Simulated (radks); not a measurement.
Values are calculated unless marked as measured or tabulated.
Species: Hf1.2+. Configuration: [Xe] 4f14 5d(up 0.8, down 0) 6s2 (fractional occupations, a model configuration).

Level of theory: scalar-relativistic Kohn-Sham, LDA (Slater exchange, Perdew-Wang correlation), spin-polarised, spherical densities, finite nucleus; Fermi nuclear charge, rms radius 5.347 fm (a radial shooting solver on a logarithmic mesh with Libxc functionals).

Energy parts (eV):
| part | energy |
|---|---|
| total | -409989.10 |
| kinetic | 448956.81 |
| electron-nucleus | -1010722.37 |
| Hartree | 159890.86 |
| exchange-correlation | -8114.39 |

Orbitals (lengths in bohr, moments of r in powers of bohr):
orbital  occ.  eigenvalue (eV)      <r^2>
1s down     1        -65220.74  0.0004958
1s up       1        -65220.74  0.0004958
2s up       1        -11165.50   0.007651
2s down     1        -11165.47   0.007651
2p up       3        -9812.016   0.006288
2p down     3        -9811.994   0.006288
3s up       1        -2552.440    0.04987
3s down     1        -2552.433    0.04987
3p up       3        -2147.913    0.05047
3p down     3        -2147.905    0.05047
3d up       5        -1667.447    0.04190
3d down     5        -1667.431    0.04190
4s up       1        -522.7535     0.2480
4s down     1        -522.7337     0.2480
4p up       3        -389.9250     0.2823
4p down     3        -389.9048     0.2822
4d up       5        -218.0496     0.3329
4d down     5        -218.0224     0.3328
5s up       1         -78.8292      1.442
5s down     1         -78.5428      1.438
5p up       3         -47.2421      2.017
5p down     3         -46.8582      2.009
4f up       7         -28.6312     0.5905
4f down     7         -28.5510     0.5867
6s up       1         -13.7706      10.26
6s down     1         -13.4263      10.47
5d up     0.8         -13.0236      5.266
5d down     0         -12.5509      5.357

The highest occupied level is 5d up at -13.024 eV. Spin moment in Bohr magnetons: 0.8. The density falls to 0.001 e/bohr^3 at r = 4.50 bohr. Summed over all electrons, <r^2> = 54.54 bohr^2, which gives a Langevin (diamagnetic) susceptibility term of -43.2 x 10^-6 cm^3/mol. The electron density at the nucleus is 1.277e+06 e/bohr^3 (large components only).
